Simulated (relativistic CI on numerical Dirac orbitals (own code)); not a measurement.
Pr3+: what numerical and physical settings do to a radial Dirac CI calculation

Reference input:

```
atom Pr  Z=59  charge=3  electrons=56
nucleus A=141  rms_radius_fm=4.8919
hamiltonian dirac-coulomb  breit=on  qed=on  c_scale=1
orbitals kli  potential=per-configuration
slater_scale 1
correlation none
mixing on
grid step=0.0125 r_max=50.3
scf mixing=0.4 start=green max_iterations=150 tolerance=2e-08 node_fill=0.05
configurations
  [Xe] 4f2
  [Xe] 4f 5d
end
```

Computed lowest total energy -9223.92279 Ha, first excitation 2063.3 cm⁻¹, 25 SCF steps. Runs with settings changed; * marks those that are bad on purpose (the QED terms keep the true α when c is scaled):

```tsv
Changed	Outcome	Lowest level	ΔE (Ha)	First excitation (cm⁻¹)	SCF steps	Message
Slater scale 1.2	converged	4f² ³H4	-0.00879	2046.5	25	
node fill of the KLI weights 0.01, QED terms off, iteration limit 30	converged	4f² ³H4	-5.23	2010.0	24	
node fill of the KLI weights 0.5	converged	4f² ³H4	0.059	2389.1	25	
SCF mixing 0.2	converged	4f² ³H4	-1.24e-09	2063.3	31	
speed of light × 0.05 *	not converged				1	SCF of 1s2 2s2 2p6 3s2 3p6 3d10 4s2 4p6 4d10 4f2 5s2 5p6 stopped: an orbital could not be found
end of the grid at 4.02 bohr *	not converged				12	orbital 4p3/2 not found
```

With so few configurations and no correlation, terms lie too far apart (by 10 to 50 % near neutrality), their order can be wrong, and levels of other configurations are missing.
